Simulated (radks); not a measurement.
Spin polarisation of the 4f13 shell in Tm. Start: [Xe] 4f(up 6.5, down 6.5) 6s2; electrons of 4f are moved from spin down to spin up, other shells keep equal spins. Calculated with a radial shooting solver on a logarithmic mesh with Libxc functionals: scalar-relativistic Kohn-Sham, r2SCAN, spin-polarised, spherical densities, finite nucleus; meta-GGA in the generalised Kohn-Sham scheme; Fermi nuclear charge, rms radius of each element as measured or else 0.836 A^(1/3) + 0.57 fm.

| moment (Bohr magnetons) | E - E(0) (eV) | e(4f up) (eV) | e(4f down) (eV) | 6s down minus up (eV) | 5p down minus up (eV) | 5s down minus up (eV) |
|---|---|---|---|---|---|---|
| 0 | 0.000 | -3.052 | -3.052 | 0.000 | 0.000 | 0.000 |
| 0.25 | -0.016 | -3.181 | -2.922 | 0.008 | 0.083 | 0.130 |
| 0.5 | -0.065 | -3.309 | -2.790 | 0.016 | 0.167 | 0.260 |
| 0.75 | -0.146 | -3.435 | -2.657 | 0.024 | 0.250 | 0.390 |
| 1 | -0.260 | -3.560 | -2.522 | 0.032 | 0.334 | 0.520 |

At moment 1 the spin-polarisation energy is -0.260 eV and the 4f exchange splitting 1.038 eV, that is 1.038 eV per Bohr magneton; E = -I m^2/4 would give I = 1.038 eV.
